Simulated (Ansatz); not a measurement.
Calculated with Ansatz (gas phase, PBE0-D4/def2-TZVP geometries, no zero-point term in ΔE). CCSD(T)/CBS is the MP2 limit (def2-TZVPP, def2-QZVPP) plus CCSD(T) − MP2 in def2-TZVPP, frozen cores. DFT in def2-TZVPP. B3LYP here is the variant with VWN-RPA as its local correlation; programs differ in this. For Ge outer-core shells are correlated without core-valence functions, which leaves a few kJ/mol of doubt a bond. Scalar relativity is left out up to krypton. Each species was taken in one conformer, which may not be the lowest.

`C[N]([SiH2]Cl)[GeH2][Cl]` + `C=C[NH][GeH3]` → `C=C[N]([GeH3])[SiH2]Cl` + `C[NH][GeH2][Cl]`  (ligand exchange at the Si–N bond)

`C[N]([SiH2]Cl)[GeH2][Cl]`:

Z-matrix (Å, degrees):
```
C
N 1 1.462
H 1 1.094 2 110.9
H 1 1.093 2 110.3 3 118.6
H 1 1.095 2 112.1 3 -121.5
Si 2 1.705 1 119.8 3 -136.7
Ge 2 1.828 1 116.6 3 50.0
Cl 6 2.067 2 112.8 1 -74.8
H 6 1.480 2 109.9 1 42.4
H 6 1.478 2 108.4 1 166.9
Cl 7 2.161 2 107.6 1 -68.4
H 7 1.528 2 109.3 1 174.1
H 7 1.533 2 110.5 1 46.1
```

`C=C[NH][GeH3]`:

```xyz
11

C     0.736   -0.628   -1.953
C     0.557   -0.484   -0.639
N    -0.027    0.586    0.005
Ge   -0.731    0.483    1.702
H     0.387    0.112   -2.665
H     1.254   -1.494   -2.339
H     0.923   -1.256    0.036
H    -0.394    1.294   -0.613
H    -2.075   -0.274    1.735
H    -0.932    1.928    2.177
H     0.302   -0.267    2.555
```

`C=C[N]([GeH3])[SiH2]Cl`:

Z-matrix (Å, degrees):
```
Ge
N 1 1.865
H 1 1.535 2 109.4
H 1 1.532 2 105.0 3 -119.7
H 1 1.535 2 108.4 3 120.7
C 2 1.394 1 118.6 3 -58.9
Si 2 1.716 1 121.1 3 112.3
C 6 1.332 2 127.2 1 -0.6
H 6 1.089 2 114.1 1 -179.8
Cl 7 2.063 2 112.8 1 -82.1
H 7 1.477 2 109.2 1 35.8
H 7 1.479 2 108.6 1 159.8
H 8 1.084 6 123.2 2 1.3
H 8 1.081 6 119.7 2 -178.7
```

`C[NH][GeH2][Cl]`:

```xyz
10

C     1.176    0.240   -0.759
N     0.572   -0.284    0.453
Ge   -1.232   -0.424    0.572
Cl   -2.216    1.513    0.409
H     1.053    1.323   -0.886
H     2.246    0.013   -0.774
H     0.732   -0.248   -1.630
H     1.006    0.084    1.287
H    -1.739   -1.236   -0.622
H    -1.597   -0.981    1.950
```

Question: Is it downhill or uphill in electronic energy at CCSD(T)/CBS, and by how much? (Estimate.)

Answer: The calculation gave: Downhill: ΔE = -0.05 eV.

Question: What do these levels give: PBE-D4, r2SCAN-D4, PBE0-D4, B3LYP-D4, ωB97M-V, B2PLYP, MP2/def2-TZVPP, CCSD/def2-TZVPP, CCSD(T)/def2-TZVPP, HF/def2-QZVPP, MP2/def2-QZVPP, CCSD/CBS(def2)? (Best estimate.)

Answer: Computed: PBE-D4 -0.03, r2SCAN-D4 -0.02, PBE0-D4 -0.02, B3LYP-D4 -0.02, ωB97M-V -0.02, B2PLYP -0.01, MP2/def2-TZVPP -0.04, CCSD/def2-TZVPP -0.02, CCSD(T)/def2-TZVPP -0.03, HF/def2-QZVPP 0.05, MP2/def2-QZVPP -0.05, CCSD/CBS(def2) -0.04 eV.

Largest T1 diagnostic among the species: 0.012.

In def2-TZVPP, CCSD(T) changes the Hartree–Fock value by −0.08 eV (the triples alone add −0.01 eV) and MP2 by −0.08 eV.
